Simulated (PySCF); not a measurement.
Zn(Me) (CH3Zn), SMILES [CH3][Zn+], charge +1. Atoms are numbered in the order given.

```xyz
5

Zn     0.0000     0.0000    -0.4841
C      0.0000     0.0000     1.5283
H     -0.9143     0.5279     1.7844
H      0.9143     0.5279     1.7844
H      0.0000    -1.0557     1.7844
```
Charge +1, spin multiplicity 1.

Geometry: B3LYP-D3(BJ)/def2-TZVP. The multiplicity is an assumed one; other spin states were not compared. The isomer is the one that the SMILES or the coordinates give; other isomers of the formula were not compared.

Method: PySCF with IEF-PCM-ωB97X/def2-SVP.

The values are the electrostatic part of the solvation free energy, E(continuum) − E(gas) at the gas-phase geometry, in a cavity of scaled van der Waals radii (PySCF's table); cavitation and dispersion terms are not included. A continuum can't describe solvent molecules that bind to the metal. In vacuum the orbital gap is 9.64 eV.

| solvent | ε | ΔG(elec) (kcal/mol) | gap (eV) |
|---|---|---|---|
| water | 78.36 | -100.6 | 10.66 |
| 2-propanol | 19.26 | -95.8 | 10.58 |
| n-hexane | 1.88 | ? | ? |

Problem. Complete the blanks. (The exact figures need the calculation; the answer reports its results.)

Solution. 
- n-hexane, ΔG(elec) (kcal/mol): -43.7
- n-hexane, gap (eV): 9.91
